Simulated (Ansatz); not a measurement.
Problem. Name a neutral molecule of Br, Cl, Sn with HOMO–LUMO gap (ωB97M-V/def2-TZVPP) between 10.10 and 10.40 eV and size of the dipole moment (ωB97M-V/def2-TZVPP) between 0.25 and 0.55 D (Ansatz, PBE0-D4/def2-TZVP geometry).

Solution. `[Cl][Sn]([Cl])([Cl])[Br]` (10.29 eV, 0.47 D). Other molecules can fit too; these were computed, each in one conformer that needn't be the lowest.
